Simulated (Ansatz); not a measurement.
```yaml
crystal:
  periodic: [false, false, false]
  atoms:
    - {symbol: Pb, position_ang: [-1.978481, 0.744494, 1.591780]}
    - {symbol: Pb, position_ang: [1.815610, 1.232694, 0.075269]}
    - {symbol: Pb, position_ang: [-0.509308, -1.468418, -1.551124]}
    - {symbol: Se, position_ang: [-0.869589, 1.370736, -1.033446]}
    - {symbol: Br, position_ang: [1.241190, 0.706916, -2.948322]}
    - {symbol: Br, position_ang: [-2.030926, -1.976814, 0.963512]}
    - {symbol: Br, position_ang: [1.788736, -1.622938, 0.138390]}
    - {symbol: Br, position_ang: [0.542779, 1.013338, 2.763941]}
basis:
  gaussian: {orbitals: def2-TZVP, initial_orbitals: start.molden}
total_charge: 1
magnetization: {spin_polarized: true, initial_magnetization: 1}
hamiltonian: {xc: pbe0, dispersion: d4}
scf: {omitted_lower_state_checks: [starts]}
output: {orbitals: {seedname: orbitals}}
```

The file start.molden holds the orbitals of an earlier run on this structure, at another level or in another basis.

```sh
$ ansatz run in.yaml --threads 6 --pin off --events-out ev --progress --plain --max-ram 7833MiB
```

Q: Does this run fit into the memory that it is given?

A: No. It has 390 basis functions, and Ansatz plans for 9 GiB where 8 GiB are given.
